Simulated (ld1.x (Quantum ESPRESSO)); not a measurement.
**Configuration tests for chromium (TM)**

```json
{
  "Element": "chromium",
  "Generator": "ld1.x (Quantum ESPRESSO) 7.5",
  "Type": "norm-conserving Troullier–Martins (Kleinman–Bylander form)",
  "Functional": "PBE",
  "Relativity": "fully relativistic",
  "Frozen core": "[Ne] 3s2",
  "Valence charge": "12",
  "Reference configuration": "3p6 3d5 4s1 4p0",
  "Partial waves": "4s (bound): rc 2.85 bohr; 3p (bound): rc 1.30 bohr; 3d (bound): rc 1.95 bohr",
  "Local potential": "the d channel",
  "Core correction": "none"
}
```

Open shells are filled in proportion to 2j + 1 (rel_dist='average').

Energies are relative to the spin-unpolarised reference configuration 3p6 3d5 4s1 4p0; without spin polarisation the order of configurations can differ from experiment. The d channel is local and has no spin–orbit splitting in the pseudo-atom.

| valence configuration | charge | ΔE all-electron (eV) | error AE − PS (meV) |
| --- | --- | --- | --- |
| 3p6 3d5 4s0 4p0 | +1 | 6.901 | -1.4 |
| 3p6 3d4 4s0 4p0 | +2 | 22.953 | -23 |
| 3p6 3d3 4s0 4p0 | +3 | 53.702 | -5.1 |
| 3p6 3d6 4s0 4p0 | 0 | 1.731 | -22 |
| 3p5 3d5 4s1 4p0 | +1 | 51.519 | -277 |
| 3p6 3d5 4s0.5 4p0 | +0.5 | 2.707 | -0.3 |

Problem. What are ΔE and the potential's error for 3p6 3d5 4s0 4p1?

Solution. ΔE = 3.121 eV all-electron; the error (AE − PS) is -137 meV.

Levels in the configuration 3p6 3d5 4s0 4p1:

```tsv
level	all-electron (eV)	pseudo (eV)
3p j=1/2	-47.524	-47.637
3p j=3/2	-46.510	-46.624
3d j=3/2	-4.319	-4.428
3d j=5/2	-4.240	-4.428
4p j=1/2	-1.747	-1.696
4p j=3/2	-1.717	-1.671
```

ld1.x printed “convergence not achieved” for 1 of the counted tests; its residual had stalled under 1e-8, short of the target of 1e-14.

Note: ghost state, extra bound levels that the all-electron valence spectrum of the same l lacks: s at -107.9 eV. A true bound ghost makes a file unfit for plane-wave use.
